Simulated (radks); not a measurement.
Neutral tellurium inside a hard spherical wall (all orbitals vanish at R), configuration held at [Kr] 4d10 5s2 5p4 and not refilled when levels cross. Calculated with a radial shooting solver on a logarithmic mesh with Libxc functionals: scalar-relativistic Kohn-Sham, PBE, spin-polarised, spherical densities, point nucleus; open shells are filled with parallel spins first (spin-orbit coupling, left out, can overturn this in heavy ions). Eigenvalues in eV for spin up, with the zero of energy where the potential of the charges vanishes at infinity; a dash marks a level that is unbound or too diffuse for the functional's potential to be trusted. A positive occupied level is held by the wall or, in an anion where self-interaction has pushed it up, behind a barrier. The pressure on the wall is -dE/dV.

R (bohr)	E (hartree)	kinetic (hartree)	e(4p)	e(4d)	e(5s)	e(5p)	e(6s, empty)	e(5d, empty)	pressure (GPa)
free	-6794.50483	7119.100	-114.36	-41.642	-15.605	-6.468	-	-	0
15	-6794.50483	7119.100	-114.36	-41.642	-15.605	-6.468	-0.557	0.924	< 0.0001
10	-6794.50466	7119.102	-114.34	-41.626	-15.591	-6.455	-0.042	1.569	0.00520
7	-6794.49617	7119.170	-113.96	-41.248	-15.290	-6.153	2.545	3.240	0.543
5	-6794.37812	7119.848	-111.52	-38.859	-13.471	-4.049	12.215	8.131	16.5
4	-6793.97410	7121.723	-107.04	-34.528	-9.833	0.550	29.313	16.304	115
3	-6791.95125	7129.577	-95.543	-23.605	2.677	16.470	80.574	40.773	1120
2.5	-6788.25557	7142.878	-82.833	-11.432	21.551	39.613	145.94	72.480	4460
2	-6776.88357	7181.901	-56.802	14.978	72.739	99.223	292.74	145.21	23400
1.5	-6732.39582	7320.728	10.048	88.646	245.00	286.08	690.14	346.52	182000
